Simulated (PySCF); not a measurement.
Computed properties of chlorotrifluoromethane (CClF₃), SMILES FC(F)(F)Cl

CClF₃, SMILES FC(F)(F)Cl. Geometry: B3LYP-D3(BJ)/def2-SVP. One conformer was computed; it need not be the lowest. All values are computed for the isolated molecule unless a solvent is named; none is compared with measurement here.

**Structure.** The optimised structure has C3v symmetry. All 9 harmonic modes at B3LYP-D3(BJ)/def2-SVP (PySCF) are real, so it is a minimum. With heavy atoms numbered as in [F:1][C:2]([F:3])([F:4])[Cl:5], the shortest bond between them is F1–C2 at 1.326 Å and the longest C2–Cl5 at 1.774 Å.

**Vibrations.** The strongest infrared lines (harmonic, unscaled, degenerate partners summed) lie at 1257 cm⁻¹ (661 km/mol, C 76 %, F 24 %), 1116 cm⁻¹ (486 km/mol, C 71 %, F 29 %), 788 cm⁻¹ (42 km/mol, F 78 %, C 17 %). The softest mode is at 347 cm⁻¹ and the zero-point energy is 9.6 kcal/mol.

**Electronic structure.** CAM-B3LYP/def2-TZVP (PySCF) places the frontier levels at -11.51 and 1.08 eV, a gap of 12.59 eV, and gives a dipole moment of 0.40 D and a mean polarisability of 26.6 bohr³. PBE/def2-TZVP (PySCF) at the same geometry gives -8.44 and -1.24 eV, so its gap is 5.39 eV narrower. An orbital gap is neither the optical nor the fundamental gap.

**Excitations.** TDA-B3LYP/def2-SVPD (PySCF) has S1 at 7.76 eV (160 nm, f = 0.000, dark); the most intense of the 10 singlets computed lies at 9.48 eV (f = 0.16). Strengths of degenerate partners are summed. T1 (TDA) is at 6.85 eV, 0.91 eV under S1. TDA-PBE/def2-SVPD (PySCF) puts S1 at 7.61 eV. No vertical singlet excitation falls in the visible range (under 3.1 eV).

**NMR.** GIAO shifts at B3LYP/pcSseg-2 (PySCF) (non-relativistic, atoms alike by connectivity averaged): ¹³C at 149.0 ppm against TMS; ¹⁹F at -39.7 ppm against CFCl3. Without spin–orbit terms, shifts of atoms bonded to Cl or Br come out too high.
